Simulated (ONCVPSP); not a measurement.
**technetium (Tc) ONCV: all-electron and pseudo phase curves**

Tc (Z = 43), optimised norm-conserving Vanderbilt (ONCV), made with ONCVPSP 4.0.1 (LDA (Perdew-Wang 92), scalar-relativistic). Core [Ar] 3d10, reference 4s2 4p6 4d5 5s1 5p1. Waves: 4s+5s: rc 1.90 bohr, ncon 4, nbas 9, qcut 6.2 1/bohr, 2 projectors; 4p+5p: rc 2.30 bohr, ncon 4, nbas 8, qcut 6.7 1/bohr, 2 projectors; 4d: rc 1.90 bohr, ncon 5, nbas 10, qcut 7.9 1/bohr, local. Local part: the d channel. Core correction: Teter function fitted to the true core (icmod 2), fcfact 0.4.

The phase is arctan(r·R′/R) of the radial function R(r), unwrapped; energies in Ha, scanned from -4 to 5 Ha. A pole is an energy at which the radial function vanishes at the test radius. The pseudo phase is shifted by a multiple of π to meet the all-electron one at the reference energy, and phase errors are pseudo minus all-electron; the curves can meet again beyond the range given. Levels narrower than the energy grid can be missing from the lists of poles.

```
channel  radius (bohr)  reference energy (Ha)  poles, all-electron  poles, pseudo  unbroken range about the reference energy with phases within 0.05 rad  phase error 1 Ha above the reference energy (rad)
      s           1.93                  -0.23          -2.56, 4.05    -2.56, 3.98                                                        the whole range                                             +0.000
      p           2.33                  -0.08          -1.64, 2.58    -1.64, 2.59                                                              below 4.6                                             +0.001
      d           1.93                  -0.30                 0.47           0.48                                                              below 2.2                                             +0.002
```

Phases in the p channel:

| E (Ha) | all-electron | pseudo |
| --- | --- | --- |
| -3.98 | 1.372 | 1.372 |
| -3.74 | 1.362 | 1.362 |
| -3.50 | 1.350 | 1.351 |
| -3.26 | 1.337 | 1.337 |
| -3.02 | 1.319 | 1.319 |
| -2.78 | 1.296 | 1.297 |
| -2.54 | 1.264 | 1.264 |
| -2.30 | 1.208 | 1.208 |
| -2.06 | 1.065 | 1.065 |
| -1.82 | -0.468 | -0.467 |
| -1.58 | -1.642 | -1.642 |
| -1.34 | -1.784 | -1.784 |
| -1.10 | -1.866 | -1.865 |
| -0.86 | -1.944 | -1.944 |
| -0.62 | -2.043 | -2.043 |
| -0.38 | -2.192 | -2.192 |
| -0.14 | -2.448 | -2.448 |
| 0.10 | -2.917 | -2.917 |
| 0.34 | -3.553 | -3.553 |
| 0.58 | -4.015 | -4.015 |
| 0.82 | -4.266 | -4.265 |
| 1.06 | -4.408 | -4.407 |
| 1.30 | -4.498 | -4.497 |
| 1.54 | -4.561 | -4.560 |
| 1.78 | -4.608 | -4.607 |
| 2.02 | -4.645 | -4.644 |
| 2.26 | -4.676 | -4.675 |
| 2.50 | -4.704 | -4.703 |
| 2.74 | -4.730 | -4.728 |
| 2.98 | -4.755 | -4.753 |
| 3.22 | -4.781 | -4.778 |
| 3.46 | -4.810 | -4.805 |
| 3.70 | -4.843 | -4.836 |
| 3.94 | -4.883 | -4.874 |
| 4.18 | -4.939 | -4.924 |
| 4.42 | -5.022 | -4.996 |
| 4.66 | -5.167 | -5.114 |
| 4.90 | -5.475 | -5.346 |
